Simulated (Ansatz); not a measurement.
Born–Oppenheimer molecular dynamics of CH₄BClSSi (9 atoms, charge 0, multiplicity 1). It starts at the highest image of a converged band. Of that band: Neighbouring images differ by up to 1.3 eV, so the band resolves the path poorly. A vibrational analysis at the climbing image gives one clearly imaginary mode, 1040i cm⁻¹, and a faint second one (14i cm⁻¹) that may be numerical noise or a soft torsion: probably a first-order saddle point.

Computed with UKS PBE/def2-SVP in Ansatz.

```json
{
 "ensemble": "NVE (velocity Verlet)",
 "time step": "0.5 fs",
 "steps asked": "200",
 "starting velocities drawn for": "100 K",
 "seed": "8107"
}
```

Frames 1 fs apart, positions in Å, forces in eV/Å.

Velocities at 15.0 fs (Å/ps):

```
B 3.26 -7.54 5.27
C -7.46 9.06 -3.23
S -0.46 -2.08 1.04
Si -1.01 -0.16 -1.16
Cl 1.16 -0.10 0.08
H 64.69 16.41 -21.69
H -17.25 19.61 1.37
H 7.77 5.93 -3.94
H 0.73 5.32 2.77
```

```xyz
9
Properties=species:S:1:pos:R:3:forces:R:3 time_fs=15.0 energy_less_start_eV=-0.371 T=510
B 1.601 0.707 -0.372 0.35 -1.49 0.43
C 0.161 0.354 -0.351 -0.61 1.08 -0.79
S 0.309 1.205 -1.850 -0.31 -0.52 0.62
Si -1.221 -0.629 0.457 0.10 -0.50 -0.45
Cl -1.878 0.526 2.000 -0.31 0.48 0.54
H 1.866 -0.546 -0.455 0.68 0.43 -0.30
H 2.378 1.381 0.241 0.05 0.43 0.05
H -0.668 -1.901 1.027 0.10 0.02 -0.09
H -2.323 -0.932 -0.510 -0.04 0.08 0.00
9
Properties=species:S:1:pos:R:3:forces:R:3 time_fs=16.0 energy_less_start_eV=-0.475 T=625
B 1.605 0.699 -0.367 0.45 -1.51 0.40
C 0.153 0.363 -0.354 -0.54 0.99 -0.78
S 0.309 1.203 -1.849 -0.34 -0.49 0.61
Si -1.222 -0.629 0.456 0.15 -0.38 -0.43
Cl -1.877 0.526 2.000 -0.31 0.47 0.55
H 1.934 -0.527 -0.478 0.60 0.47 -0.27
H 2.361 1.403 0.242 -0.01 0.44 0.05
H -0.660 -1.895 1.023 0.11 -0.03 -0.08
H -2.323 -0.927 -0.508 -0.11 0.04 -0.05
9
Properties=species:S:1:pos:R:3:forces:R:3 time_fs=17.0 energy_less_start_eV=-0.583 T=745
B 1.609 0.689 -0.361 0.61 -1.42 0.40
C 0.145 0.374 -0.359 -0.43 0.83 -0.72
S 0.308 1.200 -1.847 -0.36 -0.43 0.57
Si -1.223 -0.630 0.454 0.19 -0.24 -0.42
Cl -1.876 0.526 2.000 -0.31 0.45 0.56
H 2.007 -0.504 -0.504 0.48 0.49 -0.23
H 2.344 1.429 0.245 -0.13 0.37 0.00
H -0.651 -1.890 1.018 0.12 -0.06 -0.07
H -2.323 -0.921 -0.505 -0.16 0.00 -0.09
9
Properties=species:S:1:pos:R:3:forces:R:3 time_fs=18.0 energy_less_start_eV=-0.685 T=857
B 1.613 0.678 -0.355 0.79 -1.22 0.41
C 0.137 0.385 -0.363 -0.28 0.61 -0.63
S 0.307 1.198 -1.846 -0.36 -0.34 0.49
Si -1.224 -0.630 0.453 0.21 -0.10 -0.41
Cl -1.875 0.526 2.001 -0.31 0.43 0.56
H 2.085 -0.476 -0.532 0.31 0.51 -0.17
H 2.325 1.458 0.247 -0.28 0.25 -0.08
H -0.640 -1.885 1.012 0.12 -0.09 -0.06
H -2.325 -0.915 -0.504 -0.19 -0.03 -0.11
9
Properties=species:S:1:pos:R:3:forces:R:3 time_fs=19.0 energy_less_start_eV=-0.770 T=950
B 1.618 0.666 -0.349 0.94 -0.94 0.41
C 0.128 0.396 -0.369 -0.10 0.33 -0.49
S 0.307 1.195 -1.844 -0.36 -0.23 0.36
Si -1.225 -0.631 0.451 0.22 0.02 -0.42
Cl -1.874 0.526 2.001 -0.30 0.40 0.56
H 2.167 -0.444 -0.561 0.11 0.51 -0.10
H 2.304 1.490 0.248 -0.42 0.08 -0.15
H -0.629 -1.880 1.006 0.11 -0.10 -0.06
H -2.329 -0.909 -0.504 -0.19 -0.06 -0.11
9
Properties=species:S:1:pos:R:3:forces:R:3 time_fs=20.0 energy_less_start_eV=-0.829 T=1015
B 1.624 0.654 -0.342 1.05 -0.61 0.38
C 0.119 0.408 -0.374 0.13 0.00 -0.30
S 0.306 1.193 -1.843 -0.35 -0.10 0.19
Si -1.226 -0.631 0.449 0.20 0.13 -0.44
Cl -1.873 0.527 2.002 -0.30 0.36 0.55
H 2.249 -0.407 -0.592 -0.13 0.50 -0.02
H 2.279 1.522 0.248 -0.52 -0.10 -0.21
H -0.616 -1.877 0.999 0.09 -0.10 -0.07
H -2.335 -0.903 -0.505 -0.17 -0.08 -0.08
9
Properties=species:S:1:pos:R:3:forces:R:3 time_fs=21.0 energy_less_start_eV=-0.856 T=1045
B 1.631 0.640 -0.334 1.07 -0.27 0.31
C 0.110 0.419 -0.380 0.37 -0.36 -0.07
S 0.305 1.190 -1.841 -0.33 0.05 -0.03
Si -1.226 -0.632 0.447 0.17 0.21 -0.47
Cl -1.873 0.527 2.003 -0.29 0.32 0.53
H 2.330 -0.364 -0.622 -0.37 0.47 0.08
H 2.249 1.554 0.246 -0.57 -0.27 -0.24
H -0.603 -1.875 0.991 0.06 -0.08 -0.08
H -2.342 -0.899 -0.506 -0.12 -0.09 -0.03
9
Properties=species:S:1:pos:R:3:forces:R:3 time_fs=22.0 energy_less_start_eV=-0.849 T=1038
B 1.639 0.627 -0.327 1.02 0.09 0.21
C 0.102 0.431 -0.386 0.63 -0.75 0.19
S 0.303 1.187 -1.839 -0.31 0.22 -0.29
Si -1.227 -0.632 0.445 0.13 0.29 -0.50
Cl -1.872 0.528 2.004 -0.28 0.28 0.52
H 2.407 -0.318 -0.652 -0.62 0.41 0.18
H 2.213 1.583 0.241 -0.56 -0.40 -0.23
H -0.589 -1.873 0.983 0.03 -0.04 -0.09
H -2.351 -0.895 -0.508 -0.05 -0.10 0.03
9
Properties=species:S:1:pos:R:3:forces:R:3 time_fs=23.0 energy_less_start_eV=-0.811 T=995
B 1.647 0.613 -0.319 0.88 0.43 0.07
C 0.094 0.442 -0.392 0.88 -1.14 0.46
S 0.302 1.185 -1.837 -0.28 0.40 -0.57
Si -1.227 -0.632 0.443 0.09 0.35 -0.53
Cl -1.871 0.529 2.005 -0.26 0.23 0.49
H 2.478 -0.267 -0.680 -0.83 0.32 0.27
H 2.172 1.608 0.235 -0.49 -0.49 -0.19
H -0.574 -1.872 0.974 -0.01 0.00 -0.10
H -2.360 -0.892 -0.510 0.02 -0.10 0.09
9
Properties=species:S:1:pos:R:3:forces:R:3 time_fs=24.0 energy_less_start_eV=-0.745 T=923
B 1.657 0.600 -0.311 0.66 0.76 -0.08
C 0.087 0.451 -0.397 1.11 -1.52 0.73
S 0.301 1.182 -1.836 -0.26 0.57 -0.85
Si -1.228 -0.632 0.440 0.05 0.42 -0.54
Cl -1.871 0.529 2.007 -0.24 0.18 0.46
H 2.542 -0.214 -0.706 -1.00 0.20 0.36
H 2.127 1.629 0.226 -0.37 -0.53 -0.11
H -0.560 -1.871 0.963 -0.04 0.03 -0.12
H -2.369 -0.891 -0.511 0.08 -0.11 0.14
9
Properties=species:S:1:pos:R:3:forces:R:3 time_fs=25.0 energy_less_start_eV=-0.659 T=828
B 1.667 0.588 -0.304 0.37 1.06 -0.22
C 0.081 0.460 -0.402 1.31 -1.87 0.99
S 0.299 1.180 -1.834 -0.23 0.72 -1.12
Si -1.228 -0.632 0.438 0.02 0.48 -0.54
Cl -1.871 0.530 2.008 -0.22 0.13 0.43
H 2.596 -0.158 -0.728 -1.09 0.04 0.42
H 2.078 1.644 0.217 -0.21 -0.51 0.00
H -0.546 -1.869 0.952 -0.08 0.06 -0.12
H -2.377 -0.890 -0.510 0.12 -0.11 0.18
9
Properties=species:S:1:pos:R:3:forces:R:3 time_fs=26.0 energy_less_start_eV=-0.560 T=719
B 1.677 0.576 -0.296 0.01 1.34 -0.34
C 0.075 0.467 -0.406 1.48 -2.19 1.19
S 0.298 1.178 -1.833 -0.21 0.85 -1.36
Si -1.229 -0.632 0.435 0.01 0.54 -0.52
Cl -1.870 0.531 2.010 -0.20 0.08 0.39
H 2.640 -0.102 -0.746 -1.10 -0.15 0.44
H 2.027 1.655 0.207 -0.03 -0.44 0.12
H -0.533 -1.867 0.940 -0.10 0.08 -0.11
H -2.384 -0.890 -0.508 0.15 -0.12 0.19
```

Of the whole run (100 fs, mean temperature of the second half 591 K): The conserved energy stayed within 0.082 meV per atom of its start (net change -0.015 meV per atom), so the integration is sound. The kinetic energy rose, since the run started high on the potential surface and went downhill. A run of 0.1 ps of so small a system gives no equilibrium averages. The orbitals stay closed-shell, which can raise the energy where a bond breaks towards radicals; this wasn't checked here.

Run time: 6.9 min on 2 threads of Intel(R) Xeon(R) Platinum 8488C (Sapphire Rapids), on a shared host, peak memory 0.19 GiB.
